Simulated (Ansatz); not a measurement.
Isolated molecules relaxed with PBE0-D4/def2-TZVP in Ansatz; ΔE leaves out vibrations. CCSD(T)/CBS adds triple-zeta CCSD(T) − MP2 to the extrapolated MP2 energy (def2 sets, frozen cores). This one scheme is used for every species. DFT in def2-TZVPP. B3LYP here is the variant with VWN-RPA as its local correlation; programs differ in this. HSE06 is defined as in plane-wave codes. One conformer a species, not always the lowest.

`C[O][AlH][NH2]` + `FCOCF` → `CC(F)OCF` + `[NH2][AlH][OH]`  (formal exchange of groups at a C–O bond)

```csv
level,ΔE (kcal/mol)
r2SCANh-D4,-21.2
r2SCAN0-D4,-21.3
B3LYP,-18.7
HSE06,-20.2
```

(1) What does CCSD(T)/CBS give? (Estimate.)

Largest T1 diagnostic among the species: 0.012.

## Answers

(1) Ansatz gave: -21.8 kcal/mol. The listed levels differ from it by 0.6, 0.5, 3.1, 1.6 kcal/mol.

Leaving LDA and LC-ωPBE aside and taking each functional with its dispersion term where it has one, the values, not all of them listed here, spread over 2.8 kcal/mol, from r2SCAN0-D4 to BLYP-D4. LDA lies −2.2 kcal/mol from PBE without D4. At CCSD(T), def2-SVP lies +2.8 kcal/mol from the extrapolated value and def2-TZVPP +0.9 kcal/mol.
